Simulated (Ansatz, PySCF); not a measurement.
AlCl4, SMILES [Cl][Al-]([Cl])([Cl])[Cl], charge -1.

Geometry optimised at B3LYP-D3(BJ)/def2-SVPD.

Estimates of the vertical detachment energy (IE) of the anion in eV. Rows of orbital energies are one-electron estimates, which approximate functionals can put far too low.

| level | IE |
|---|---|
| −ε(HOMO), −ε(LUMO), CAM-B3LYP/def2-SVPD (PySCF) | 5.92 |
| ΔSCF, PBE0/def2-TZVPD (Ansatz), final states of multiplicity 2 | 6.27 |

### Question
What vertical singlet–triplet gap does ΔSCF give with PBE0/def2-TZVPD (Ansatz, an electronic-structure program)? (The exact figures need the calculation; the answer reports its results.)

### Answer
6.64 eV (triplet above singlet where positive).
